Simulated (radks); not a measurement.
Values are calculated unless marked as measured or tabulated.
Valence configurations of neutral gold (all share [Xe]). Code: a radial shooting solver on a logarithmic mesh with Libxc functionals. Model: Dirac Kohn-Sham, PBE, spin-unpolarised, spherical densities, finite nucleus; open shells fill j = l - 1/2 first; Fermi nuclear charge, rms radius 5.4371 fm. Energies are relative to 4f14 5d10 6s1; eigenvalues in eV.

valence	E (eV)	e(4f5/2)	e(4f7/2)	e(5d3/2)	e(5d5/2)	e(6p1/2)
4f14 5d10 6s1	0.000	-83.032	-79.220	-7.839	-6.314	-
4f14 5d8 6s1 6p2	14.857	-92.125	-88.312	-14.902	-13.158	-3.455
4f13 5d10 6s1 6p1	85.379	-99.195	-95.262	-12.749	-10.957	-2.387
4f14 5d9 6s2	1.074	-85.949	-82.137	-9.901	-8.287	-
4f13 5d9 6s1 6p2	95.170	-103.94	-100.01	-16.374	-14.473	-3.465
4f13 5d10 6s2	80.086	-97.501	-93.568	-11.106	-9.334	-
4f12 5d10 6s1 6p2	186.04	-116.12	-112.06	-17.850	-15.792	-3.471
4f14 5d10 6p1	4.779	-84.725	-80.913	-9.507	-7.958	-2.040
4f14 5d9 6s1 6p1	6.290	-87.585	-83.773	-11.474	-9.839	-2.406
4f13 5d8.5 6s1 6p2.5	101.56	-106.65	-102.71	-18.454	-16.496	-4.145

NIST lists [Xe] 4f14 5d10 6s1 as the ground configuration; this level of theory agrees among the configurations tried. The energies are those of spherical spin-averaged densities, not of single terms.
